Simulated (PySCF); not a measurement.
Structure problem from calculated spectra and properties.

Formula: C5H8NP.

- Dipole: 1.36 D [CAM-B3LYP/def2-SVPD]
- Rotational structure: rotational constants A, B, C: 5.815, 1.490, 1.289 GHz [PBE0-D3(BJ)/def2-SVP]
- 13C NMR: chemical shifts (computed TMS as zero) by class: 141.6 (2 C), 139.9 (2 C), 36.8 (1 C) ppm [GIAO PBE0/pcSseg-1]
- 1H NMR: chemical shifts (computed TMS as zero) by class: 6.70 (2 H), 6.60 (2 H), 2.89 (3 H), 0.14 (1 H) ppm [GIAO PBE0/pcSseg-1]
- UV, strongest line: among the 10 lowest singlet transitions: S2 at 4.61 eV (269 nm, f = 0.121) [TDDFT CAM-B3LYP/def2-SVPD]
- XPS: P2p3/2 136.4, C1s 289.6 (×2), C1s 290.1 (×2), C1s 291.6, N1s 404.8, P1s 2150.2 eV [ΔSCF SCAN, pcX-2 on the ionised atom, pcseg-1 elsewhere, spin-free X2C, 2p3/2 from a spin–orbit splitting computed afterwards within the 2p shell]
- UV, first state: lowest singlet excitation: 4.13 eV (300 nm, f = 0.016) [TDDFT CAM-B3LYP/def2-SVPD]

Electronic properties: PySCF, gas phase, density fitting. Levels stand in brackets. Isolated species at its PBE0-D3(BJ)/def2-SVP geometry (one conformer only). Each NMR value is the plain mean over a class of atoms that symmetry, rotation or inversion makes alike.

Task: Give a SMILES that accounts for the data.

Result: Numbering: `[CH3:1][NH:2][p:3]1[cH:4][cH:5][cH:6][cH:7]1`. 5 carbons fall into 3 classes; from least to most shielded: unsaturated ring CH carbon [C4/C7] (141.6 ppm, 2 C, up to 2.0 ppm apart in this geometry), unsaturated ring CH carbon [C5/C6] (139.9 ppm, 2 C), N-methyl carbon [C1] (36.8 ppm). Hydrogen classes from least to most shielded: 2 H on 2 unsaturated ring CH carbons, C5/C6 (6.70 ppm), 2 H on 2 unsaturated ring CH carbons, C4/C7 (6.60 ppm), 3 H on an N-methyl carbon, C1 (2.89 ppm), 1 H on a nitrogen bonded to C, P and H, N2 (0.14 ppm). The core levels belong to: P2p3/2 136.4 eV, ring phosphorus [P3]; C1s 289.6 eV, unsaturated ring CH carbon [C4/C7]; C1s 290.1 eV, unsaturated ring CH carbon [C5/C6]; C1s 291.6 eV, N-methyl carbon [C1]; N1s 404.8 eV, nitrogen bonded to C, P and H [N2]; P1s 2150.2 eV, ring phosphorus [P3]. One atom of each topological class was ionised and stands for its class. The hole state at 289.6 eV has ⟨S²⟩ = 0.82 against 0.75, so that value is less sure. The hole state at 290.1 eV has ⟨S²⟩ = 0.83 against 0.75, so that value is less sure. The optimised geometry has point group C1 and is an asymmetric top. Structure: `CNp1cccc1`. The assignments are read from this structure; whether some other isomer fits the data as well wasn't checked.

Conformer computed: `[CH3:1][NH:2][p:3]1[cH:4][cH:5][cH:6][cH:7]1`: C1–N2–P3–C4 -153°.
